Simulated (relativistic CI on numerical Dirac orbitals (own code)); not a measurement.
**Slater and spin-orbit integrals, Rb¹⁸⁺**

These numbers are calculated, not measured: Dirac-Coulomb-Breit CI, separate exchange-only KLI orbitals for each configuration, a model potential for QED, unscaled Slater integrals (own radial code, finite nucleus).

Slater integrals F^k, G^k are unscaled and averaged over j, outside the closed core [Ne]; ζ comes from projecting the Hamiltonian with its Breit term on Σ l·s of the shell.

- 3s2 3p6 3d: ζ(3d) = 7265.8 cm⁻¹; <r>(3d) = 0.4151, <r^2>(3d) = 0.2012 (bohr units).
- 3s2 3p5 3d2: ζ(3p) = 63510, F^2(3d,3d) = 242940, F^4(3d,3d) = 156230, F^2(3p,3d) = 218870, G^1(3p,3d) = 244030, G^3(3p,3d) = 159870, ζ(3d) = 7113.9 cm⁻¹; <r>(3p) = 0.4547, <r^2>(3p) = 0.2385, <r>(3d) = 0.4163, <r^2>(3d) = 0.2023 (bohr units).
- 3s 3p6 3d2: F^2(3d,3d) = 242580, F^4(3d,3d) = 155990, G^2(3s,3d) = 184970, ζ(3d) = 7207.2 cm⁻¹; <r>(3s) = 0.4619, <r^2>(3s) = 0.2428, <r>(3d) = 0.4168, <r^2>(3d) = 0.2028 (bohr units).

**Question.** Give the Racah parameters of the d shell in 3s2 3p5 3d2.

**Answer.** B = F²/49 − 5F⁴/441 = 3187 cm⁻¹ and C = 35F⁴/441 = 12400 cm⁻¹.

Averages of the first 10 configurations, taken without configuration mixing, which lowers the lowest level and can move excited configurations by several eV; other configurations of the list can lie among them:

```json
{"Configuration": "3s2 3p6 3d", "Parity": "even", "States": "10", "Average energy above the lowest level (eV)": "1.8"}
{"Configuration": "3s2 3p5 3d2", "Parity": "odd", "States": "270", "Average energy above the lowest level (eV)": "111.6"}
{"Configuration": "3s 3p6 3d2", "Parity": "even", "States": "90", "Average energy above the lowest level (eV)": "196.6"}
{"Configuration": "3s2 3p6 4s", "Parity": "even", "States": "2", "Average energy above the lowest level (eV)": "281.1"}
{"Configuration": "3s2 3p6 4p", "Parity": "odd", "States": "6", "Average energy above the lowest level (eV)": "309.7"}
{"Configuration": "3s2 3p6 4d", "Parity": "even", "States": "10", "Average energy above the lowest level (eV)": "351.3"}
{"Configuration": "3s2 3p6 4f", "Parity": "odd", "States": "14", "Average energy above the lowest level (eV)": "386.4"}
{"Configuration": "3s2 3p5 3d 4s", "Parity": "odd", "States": "120", "Average energy above the lowest level (eV)": "387.1"}
{"Configuration": "3s2 3p5 3d 4p", "Parity": "even", "States": "360", "Average energy above the lowest level (eV)": "415.8"}
{"Configuration": "3p6 3d3", "Parity": "even", "States": "120", "Average energy above the lowest level (eV)": "395.8"}
```
